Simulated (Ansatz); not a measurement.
System: sum formula AlH$_{2}$Cl, net charge 0, singlet state. 
Coordinates optimised at B3LYP-D3(BJ)/def2-TZVP (Ansatz, an electronic-structure program):
```xyz
4

Al    -1.0716     0.0611     0.0164
Cl     1.0308    -0.0588    -0.0157
H     -1.7170     1.4915     0.0236
H     -1.8753    -1.2866     0.0312
```
Charge 0, spin multiplicity 1.

Property: atomisation energy (electronic, to ground-state atoms), in kcal/mol. Cores are frozen in the correlated levels unless marked. Open shells are spin-unrestricted. Spin-orbit coupling is left out. Non-relativistic. The coupled-cluster limit lacks core correlation, which all-electron functionals hold. CBS marks a two-point X^-3 extrapolation of the correlation energy; Hartree-Fock from the larger set (for Q and 5 zeta extrapolated as (X+1)exp(-9√X)).

```tsv
level	program	atomisation energy (kcal/mol)
HF/def2-SVP	Ansatz	195.8
PBE/def2-TZVPD	Ansatz	240.1
B3LYP-D3(BJ)/def2-TZVPD	Ansatz + dftd3	244.6
PBE0/def2-TZVP	Ansatz	240.7
```

### Question
What does CCSD(T)/CBS(cc-pV(Q+d)Z,cc-pV(5+d)Z) (Ansatz) give?

### Answer
249.3 kcal/mol, so PBE0/def2-TZVP differs from it by -8.6 kcal/mol.
